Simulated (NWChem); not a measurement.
# Ionisation of C₄H₄N

```xyz
9

C     -0.4512     1.1678     0.0000
C      0.8893     0.8353     0.0000
N      0.9196    -0.5503     0.0000
C     -0.3604    -1.0574     0.0000
C     -1.2629     0.0106     0.0000
H      1.8043     1.4361     0.0000
H      1.7678    -1.1168     0.0000
H     -0.5420    -2.1387     0.0000
H     -2.3557    -0.0659     0.0000
```
Charge 0, spin multiplicity 2.

Everything below was run with NWChem. All single points use one geometry, from UPBE/def2-SVP, a minimum by its harmonic frequencies.

Basis set: def2-TZVP. −ε marks an orbital energy of the parent.

B3LYP has NWChem's definition, with VWN1-RPA local correlation. The structure started from a generated list of species. The unpaired electrons of the parent sit in orbitals of symmetry a' (Cs labels of the run); other states weren't searched. The stability of the SCF solutions was not checked.

Task: One of these methods gave a first vertical ionisation energy of 8.13 eV. Which?
A) G0W0@PBE0
B) −ε(beta HOMO) of M06-2X
C) −ε(beta HOMO) of B3LYP
D) −ε(beta HOMO) of PBE

Result: A, G0W0@PBE0. The others give 5.19 (−ε(beta HOMO) of PBE), 7.28 (−ε(beta HOMO) of M06-2X), 6.00 (−ε(beta HOMO) of B3LYP).
